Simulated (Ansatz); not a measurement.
Program: Ansatz. Geometries: PBE0-D4/def2-TZVP. ΔE: electronic, gas phase. CBS: MP2 limit from def2 TZ/QZ plus the TZ coupled-cluster correction, frozen cores. This one scheme is used for every species. DFT in def2-TZVPP. HSE06 is defined as in plane-wave codes. For Br outer-core shells are correlated without core-valence functions, which leaves a few kJ/mol of doubt a bond. Scalar relativity is left out up to krypton. One conformer a species, not always the lowest.

Reaction (ligand exchange at a B–O bond): `COB(F)Br` + `C=N` → `C=NB(F)Br` + CH₃OH

`COB(F)Br`:

Z-matrix (Å, degrees):
```
C
O 1 1.414
H 1 1.091 2 111.6
H 1 1.090 2 108.1 3 120.8
H 1 1.091 2 108.6 3 -120.9
B 2 1.330 1 126.9 3 7.7
Br 6 1.931 2 124.2 1 -0.4
F 6 1.318 2 118.6 1 179.7
```

`C=N`:

Z-matrix (Å, degrees):
```
C
N 1 1.261
H 1 1.096 2 124.9
H 1 1.092 2 118.8 3 -180.0
H 2 1.021 1 111.0 3 -0.0
```

`C=NB(F)Br`:

Cartesian coordinates in Å:
```
C 0.144 -1.181 -0.621
N -0.315 -0.163 -0.076
B -0.231 1.112 0.438
F -0.576 2.172 -0.277
Br 0.277 1.370 2.279
H -0.482 -2.064 -0.779
H 1.183 -1.247 -0.965
```

CH₃OH:

Z-matrix (Å, degrees):
```
C
O 1 1.409
H 1 1.097 2 112.4
H 1 1.090 2 107.0 3 -118.5
H 1 1.097 2 112.4 3 123.0
H 2 0.959 1 108.5 3 -61.6
```

Question: Is it downhill or uphill in electronic energy at CCSD(T)/CBS, and by how much? (Estimate.)

Answer: Computed: Uphill: ΔE = +68.3 kJ/mol.

Question: What do these levels give: r2SCAN-D4, HSE06-D4, PBE, revPBE, r2SCANh, HSE06, CAM-B3LYP, MP2/def2-SVP, CCSD/def2-SVP, SCS-MP2/def2-TZVPP, SCS-MP2/def2-QZVPP, CCSD/CBS(def2)? (Estimate.)

Answer: Computed: r2SCAN-D4 61.4, HSE06-D4 58.5, PBE 54.0, revPBE 52.4, r2SCANh 62.1, HSE06 58.0, CAM-B3LYP 63.5, MP2/def2-SVP 73.2, CCSD/def2-SVP 74.8, SCS-MP2/def2-TZVPP 69.2, SCS-MP2/def2-QZVPP 67.8, CCSD/CBS(def2) 68.4 kJ/mol.

Largest T1 diagnostic among the species: 0.012.

Leaving LDA and LC-ωPBE aside and taking each functional with its dispersion term where it has one, the values, not all of them listed here, spread over 12.2 kJ/mol, from revPBE-D4 to ωB97X-V. From PBE to PBE0 (25 % exact exchange), in def2-TZVPP and without D4, ΔE moves by +4.2 kJ/mol. At CCSD(T), def2-SVP lies +6.8 kJ/mol from the extrapolated value and def2-TZVPP +2.7 kJ/mol.
